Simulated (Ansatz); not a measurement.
Consider the hydrogenolysis of the Se–C bond: `C=C[Se]CO` + H₂ → `OC[SeH]` + ethylene.

Calculated with Ansatz (gas phase, PBE0-D4/def2-TZVP geometries, no zero-point term in ΔE). CCSD(T)/CBS is the MP2 limit (def2-TZVPP, def2-QZVPP) plus CCSD(T) − MP2 in def2-TZVPP, frozen cores. This one scheme is used for every species. DFT in def2-TZVPP. B3LYP here is the variant with VWN-RPA as its local correlation; programs differ in this. For Se outer-core shells are correlated without core-valence functions, which leaves a few kJ/mol of doubt a bond. Scalar relativity is left out up to krypton. Each species was taken in one conformer, which may not be the lowest.

| level | ΔE (kJ/mol) | difference from CCSD(T)/CBS |
| --- | --- | --- |
| CAM-B3LYP-D4 | -55.5 | -7.3 |
| ωB97X-V | -51.8 | -3.6 |
| revPBE | -50.5 | -2.3 |
| PBE0 | -54.0 | -5.8 |
| B3LYP | -60.6 | -12.4 |
| r2SCANh | -48.3 | -0.1 |
| CCSD(T)/def2-SVP | -62.6 | -14.4 |
| CCSD(T)/def2-TZVPP | -48.9 | -0.7 |
| HF/CBS(def2) | -81.9 | -33.7 |
| CCSD/CBS(def2) | -55.7 | -7.5 |
| CCSD(T)/CBS | -48.2 | 0 |

Largest T1 diagnostic among the species: 0.011.

In def2-TZVPP, CCSD(T) changes the Hartree–Fock value by +32.9 kJ/mol (the triples alone add +7.5 kJ/mol) and MP2 by +44.0 kJ/mol. The D4 term adds +12.0 kJ/mol with B3LYP and +6.6 kJ/mol with PBE0; it sums over pairs of atoms, weighted by their polarisabilities, and B3LYP, whose exchange is more repulsive, gets the larger term. From BLYP to BHLYP (50 % exact exchange), in def2-TZVPP and without D4, ΔE moves by −11.1 kJ/mol.
